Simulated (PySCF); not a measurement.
**Cr: ionisation energy**

Cr [Ar] 3d5 4s1 [3d3/2^4 3d5/2^1 4s1/2^1, M_J = 3] → Cr⁺ [Ar] 3d5 [3d3/2^4 3d5/2^1, M_J = 5/2], as a difference of total energies. Computed with PySCF 2.14 in x2c-TZVPall-2c with one added diffuse shell each of s, p, d type (7s8p5d1f, 63 functions), with the two-component X2C-1e Hamiltonian. Correlated levels: [Ne] frozen; the 6 highest virtual spinors dropped. "Screened" scales the spin-orbit matrix elements by Boettger's factors to mimic the two-electron term; Breit and QED terms are absent.

```json
{"method": "GHF (screened spin-orbit)", "ionisation energy (eV)": "6.015"}
{"method": "GMP2 (screened spin-orbit)", "ionisation energy (eV)": "6.666"}
```

Problem. How much does correlation contribute at GMP2 (screened spin-orbit)?

Solution. 6.666 − (6.015) = 0.651 eV, measured against GHF (screened spin-orbit).

Errors of the correlated levels include the incompleteness of this basis and the frozen core.

The labels give the starting determinants; with spin-orbit coupling the two ends relaxed to ⟨J²⟩ = 12.00, ⟨L²⟩ = 0.00, ⟨S²⟩ = 12.00 and ⟨J²⟩ = 8.75, ⟨L²⟩ = 0.00, ⟨S²⟩ = 8.75.

For comparison: 6.767 eV (measured; NIST Atomic Spectra Database, ionization energies).
